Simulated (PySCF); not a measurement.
Species: C3H9F2PSi.
Bonds: C1–Si2, Si2–C3, Si2–C4, Si2–P5, P5–F6, P5–F7. Hydrogens: H8, H9, H10 on C1; H11, H12, H13 on C3; H14, H15, H16 on C4.

Computed with PySCF at PBE0/pcSseg-1 and CAM-B3LYP/def2-SVPD, non-relativistic, on one gas-phase PBE0-D3(BJ)/def2-SVP geometry that isn't relaxed in the solvent. The solvent is an IEF-PCM continuum (cavity from Bondi-type radii × 1.2). Specific hydrogen bonds and non-electrostatic terms are outside this model.

Gas phase at PBE0/pcSseg-1: HOMO -6.75 eV, LUMO -0.53 eV, dipole 2.88 D.

Question: What does the continuum do to the energy, the frontier levels and the dipole at PBE0/pcSseg-1 in acetone?

Answer: 
```csv
solvent,ε,E(solvent) − E(gas) (kcal/mol),polarisation term (kcal/mol),distortion of the solute (kcal/mol),HOMO (eV),LUMO (eV),dipole (D)
acetone,20.49,-3.74,-4.23,0.49,-6.73,-0.44,3.65
```

The first energy column is the sum of the next two and covers electrostatics alone.

Question: Which radius a makes the point-dipole formula ΔE = −[(ε − 1)/(2ε + 1)]·μ²/a³ give the value in acetone, with the gas-phase dipole?

Answer: μ = 1.135 au and |ΔE| = 0.00597 Eh give a = 2.46 Å; the farthest nucleus lies 2.89 Å from the centroid of the nuclei, so such a sphere wouldn't even hold the nuclei. The formula assumes a rigid point dipole at the centre of a sphere.

Question: Which Mulliken charges (PBE0/pcSseg-1) respond most in acetone (means over atoms taken as equivalent)?

Answer: 
| atoms | environment | gas (e) | solvent (e) | change |
| --- | --- | --- | --- | --- |
| Si2 | four-coordinate silicon | +0.627 | +0.662 | +0.035 |
| F6/F7 | phosphorus-bound fluorine | -0.409 | -0.423 | -0.014 |
| C1/C3/C4 | Si-methyl carbon | -0.617 | -0.630 | -0.013 |
| P5 | three-coordinate phosphorus | +0.686 | +0.673 | -0.013 |
| H8 (×9) | methyl hydrogen | +0.151 | +0.156 | +0.005 |

Question: Which Mayer bond orders change most in acetone?

Answer: 
| bond | length (Å) | gas | solvent | change |
| --- | --- | --- | --- | --- |
| P5–F6 | 1.636 | 0.838 | 0.823 | -0.015 |
| P5–F7 | 1.636 | 0.838 | 0.823 | -0.015 |
| C1–Si2 | 1.878 | 0.968 | 0.976 | +0.008 |
| Si2–C3 | 1.879 | 0.968 | 0.976 | +0.008 |
| Si2–P5 | 2.305 | 0.884 | 0.878 | -0.006 |
| Si2–C4 | 1.874 | 0.990 | 0.987 | -0.003 |
| C1–H10 | 1.102 | 0.949 | 0.946 | -0.003 |
| C3–H11 | 1.102 | 0.949 | 0.946 | -0.003 |

Gas phase at CAM-B3LYP/def2-SVPD: HOMO -8.12 eV, LUMO 0.38 eV, dipole 2.98 D.

Question: What does the continuum do to the energy, the frontier levels and the dipole at CAM-B3LYP/def2-SVPD in acetone?

Answer: 
```json
{"solvent": "acetone", "ε": "20.49", "E(solvent) − E(gas) (kcal/mol)": "-3.84", "polarisation term (kcal/mol)": "-4.44", "distortion of the solute (kcal/mol)": "0.60", "HOMO (eV)": "-8.08", "LUMO (eV)": "0.49", "dipole (D)": "3.85"}
```

Question: How does the static polarisability (CAM-B3LYP/def2-SVPD, frozen core, with the continuum's full static response) change?

Answer: 
| medium | isotropic (au) | principal values (au) | ⟨r²⟩ of the electrons (bohr²) |
| --- | --- | --- | --- |
| gas | 89.2 | 84.7, 86.1, 96.9 | 1182.8 |
| acetone | 120.1 | 114.0, 115.7, 130.7 | 1183.1 |

The isotropic value in acetone is 1.35 times the gas-phase one; no cavity-field correction is applied. ⟨r²⟩ is taken about the centre of nuclear charge.

Time: 36 s wall; peak memory 1.0 GiB. Hardware: one thread, AMD EPYC 7R43 (x86_64), no GPU, on a shared host. This is the whole shielding run at PBE0/pcSseg-1 in acetone, SCF included.

Shape of the structure used: `[CH3:1][Si:2]([CH3:3])([CH3:4])[P:5]([F:6])[F:7]`: C1–Si2–P5–F6 -70°.
